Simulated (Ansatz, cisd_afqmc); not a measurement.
System: C3H5Cl, charge 0, singlet. C3H5Cl (SMILES C=C(C)Cl).
B3LYP-D3(BJ)/def2-TZVP minimum from Ansatz (a program for electronic structure):
```xyz
9

C      0.9880    -0.9675     0.9154
C     -0.0105    -0.3385     0.3153
C     -1.4675    -0.5820     0.5216
Cl     0.3336     0.9251    -0.8573
H      2.0220    -0.7327     0.7111
H      0.7736    -1.7450     1.6368
H     -1.9639     0.3254     0.8715
H     -1.6170    -1.3728     1.2565
H     -1.9458    -0.8738    -0.4155
```
Charge 0, spin multiplicity 1.

Total energies in cc-pV(T+d)Z, 24 correlated electrons, 8 frozen orbitals. Open shells are spin-unrestricted; no spin-orbit coupling. Correlated methods leave the cores frozen. No relativity. AFQMC is phaseless with a CISD trial state; ± is one standard error, without the phaseless bias. Outlying blocks are dropped, and bars are widened where a walk drifts. Over all cases where full CI ran beside it in this data, AFQMC minus full CI had a median of +0.1 mEh and passed +0.4 mEh in a tenth of the cases.

```csv
method,program,energy (Eh),minus AFQMC/CISD (mEh)
HF,Ansatz,-576.05678,768.7 ± 0.4
MP2,Ansatz,-576.74870,76.8 ± 0.4
CCSD,Ansatz,-576.79034,35.2 ± 0.4
CCSD(T),Ansatz,-576.82322,2.3 ± 0.4
AFQMC/CISD,cisd_afqmc,-576.8255 ± 0.0004,0.0
```
